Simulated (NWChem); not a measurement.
Species: Si2H6O2; SMILES O[SiH](O)[SiH3]

```xyz
10

Si     0.0225    -0.5837    -0.3536
O      1.4947    -1.0349     0.3278
O     -1.2971    -1.3950     0.3096
Si    -0.1144     1.7251     0.0630
H     -0.0495    -0.9573    -1.8069
H      1.7677    -1.9521     0.1438
H     -1.4837    -1.1638     1.2370
H     -0.1975     1.9605     1.5501
H      1.0736     2.4751    -0.4763
H     -1.3639     2.2875    -0.5624
```
Atoms are numbered in this order, from 1.

Program: NWChem. Pople sets run with spherical d functions. Coordinates come from a PBE-D3(BJ)/def2-SVP optimisation. Vzz is the largest principal value of the second derivative of the potential at the nucleus (NWChem prints the opposite sign); η is the asymmetry. Non-relativistic.

```
level                  Vzz O3 (a.u.)  η O3  relative time
---------------------  -------------  ----  -------------
Hartree-Fock/6-31G*            1.438  0.60              1
Hartree-Fock/def2-SVP          1.503  0.58              1
PBE0/6-31G*                    1.331  0.60              3
PBE0/cc-pVTZ                   1.353  0.59             10
```

The last column is a rough cost ratio, cheapest run = 1.
